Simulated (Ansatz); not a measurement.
`C=[N][Ga]([Cl])[Cl]` + NH₃ → `[NH2][Ga]([Cl])[Cl]` + `C=N` at 700 K and 1 bar (ligand exchange at a Ga–N bond).

Computed with Ansatz on PBE0-D4/def2-TZVP structures; ΔE is electronic, products minus reactants. CCSD(T)/CBS is the MP2 limit (def2-TZVPP, def2-QZVPP) plus CCSD(T) − MP2 in def2-TZVPP, frozen cores. This one scheme is used for every species. For Ga outer-core shells are correlated without core-valence functions, which leaves a few kJ/mol of doubt a bond. Scalar relativity is left out up to krypton. One conformer a species, not always the lowest.

```csv
species,CCSD(T)/CBS energy (Eh),H − E (kJ/mol),S (J/(mol·K))
`C=[N][Ga]([Cl])[Cl]`,-2937.54484,151.9,462.5
NH₃,-56.50880,116.9,226.5
`[NH2][Ga]([Cl])[Cl]`,-2899.54184,133.3,434.4
`C=N`,-94.52360,135.6,268.6
```

H − E and S are ideal-gas, rigid-rotor, harmonic terms from PBE0-D4/def2-TZVP, for one conformer and one mirror image of each species. 1 Eh = 2625.50 kJ/mol, R = 8.31446 J/(mol·K).

By hand: ΔE, ΔH, ΔS and ΔG.

ΔE = (-2899.54184) + (-94.52360) − (-2937.54484) − (-56.50880) = -0.01180 Eh = -31.0 kJ/mol. Δ(H − E) = 133.3 + 135.6 − 151.9 − 116.9 = 0.1, so ΔH = -30.9 kJ/mol. ΔS = 434.4 + 268.6 − 462.5 − 226.5 = 14.0 J/(mol·K). ΔG = -30.9 − 700 × (14.0)/1000 = -40.7 kJ/mol.

By hand: the equilibrium constant, and the temperature at which ΔG would vanish if ΔH and ΔS stayed fixed.

log₁₀ K = −ΔG/(RT ln 10) = 3.0. ΔH and −TΔS have one sign here, so there is no such temperature.

The number of gas molecules stays the same, so ΔS is small and ΔH decides. A doubt of 5 kJ/mol in ΔE shifts log₁₀ K by 0.4 here. Other conformers and mirror images would add mixing entropy, several J/(mol·K) or more a flexible species. Modes under 60 cm⁻¹, often nearly free rotors, make the harmonic entropy too high. These are equilibria of isolated gas molecules and say nothing of rates. Largest T1 diagnostic: 0.013 (customary marks: 0.02 for closed shells, 0.045 for open ones).
